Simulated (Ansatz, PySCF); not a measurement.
B(OMe)(SH)2 (CH₅BOS₂), SMILES SB(S)OC.

The structure is a stationary point at PBE0-D3(BJ)/def2-SVP. The structure was generated by enumeration, and PubChem lists no compound with its InChIKey, so it may never have been made. The values are those of a single conformer.

Vertical ionisation energy (IE) and electron affinity (EA) in eV. Rows of orbital energies are one-electron estimates. Where ΔSCF, EOM or ADC give a negative EA the extra electron is unbound and the value depends on the basis.

| level | IE | EA |
|---|---|---|
| −ε(HOMO), −ε(LUMO), B3LYP/def2-TZVP (PySCF) | 7.07 | 0.14 |
| −ε(HOMO), −ε(LUMO), PBE/def2-TZVP (PySCF) | ? | ? |
| ΔSCF, PBE0/def2-SVPD (Ansatz), final states of multiplicity 2 and 2 | 9.43 | -0.98 |
| ΔSCF, PBE/def2-SVPD (Ansatz), final states of multiplicity 2 and 2 | 9.14 | -0.79 |

### Question
Fill in the missing entries. (Estimate from the structure and the level; the computed values follow.)

### Answer

- −ε(HOMO), −ε(LUMO), PBE/def2-TZVP (PySCF), IE: 6.12
- −ε(HOMO), −ε(LUMO), PBE/def2-TZVP (PySCF), EA: 0.79

### Question
What vertical singlet–triplet gap does ΔSCF give with PBE0/def2-SVPD (Ansatz, a program for electronic structure) and with PBE/def2-SVPD (Ansatz)? (An estimate is asked for; the answer gives what the named calculation found.)

### Answer
5.59 and 5.21 eV (triplet above singlet where positive).
